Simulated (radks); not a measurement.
Values are calculated unless marked as measured or tabulated.
Ionisation of neutral hafnium, [Xe] 4f14 5d2 6s2, to Hf+, [Xe] 4f14 5d1 6s2, under several functionals. Scalar-relativistic Kohn-Sham, spin-polarised, spherical densities, point nucleus; open shells are filled with parallel spins first (spin-orbit coupling, left out, can overturn this in heavy ions); a radial shooting solver on a logarithmic mesh with Libxc functionals.

functional                               E(Hf) (hartree)  Exc (hartree)  IE (eV)  -e(HOMO) (eV)  <r> HOMO (bohr)  IE error (eV)
exchange-only B88                            -15075.3025      -304.6064    6.124          2.467            2.518         -0.701
PBE                                          -15078.2367      -307.6004    6.870          3.093            2.469         +0.045
LDA (Slater exchange, VWN5 correlation)      -15069.2483      -298.6213    7.063          3.239            2.453         +0.238
BP86                                         -15080.1537      -309.5185    7.010          3.216            2.463         +0.185
OLYP                                         -15083.7044      -313.2999    6.759          2.967            2.433         -0.066
PBEsol                                       -15073.6820      -303.0418    6.919          3.129            2.460         +0.094

NIST Atomic Spectra Database: 6.825 eV (measured). Closest: PBE. The Delta-SCF values span 0.94 eV, the total energies 14.46 hartree. The highest occupied level is 5d. Open shells are spherical and high-spin; term and fine-structure splittings are not resolved. Spin-orbit splitting is averaged out at the scalar-relativistic level.
